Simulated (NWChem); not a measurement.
**How basis sets differ on PbO (SMILES [O][Pb])**

PbO: 2 atoms, total charge 0, spin state singlet. As SMILES, `[O][Pb]`. Geometry: the measured bond length.

```
atom   x (Å)   y (Å)   z (Å)
   O  0.0000  0.0000  0.0000
  Pb  0.0000  0.0000  1.9218
```

Quantity: the dipole moment, in D. The values are calculated.

```tsv
level	kind	program	value (D)	CPU time
SVWN5/SBKJC-VDZ (core potential)	LDA	NWChem	4.33	1.7 s
SVWN5/LANL2DZ (core potential)	LDA	NWChem	4.69	1.4 s
SVWN5/def2-SVPD (core potential)	LDA	NWChem	4.48	18 s
SVWN5/jorge-DZP	LDA	NWChem	3.58	80 s
SVWN5/def2-TZVP (core potential)	LDA	NWChem	4.26	20 s
SVWN5/def2-TZVPD (core potential)	LDA	NWChem	4.39	83 s
SVWN5/jorge-TZP	LDA	NWChem	3.98	2.4 min
SVWN5/def2-QZVPD (core potential)	LDA	NWChem	4.39	8.4 min
```

All-electron rows without a relativistic Hamiltonian named are non-relativistic, while core potentials hold scalar relativity, so basis and relativity change together. The values span 3.58 to 4.69 D. CPU times are rough (shared hosts, several kinds of processor): they show what a rung costs within a factor of a few.
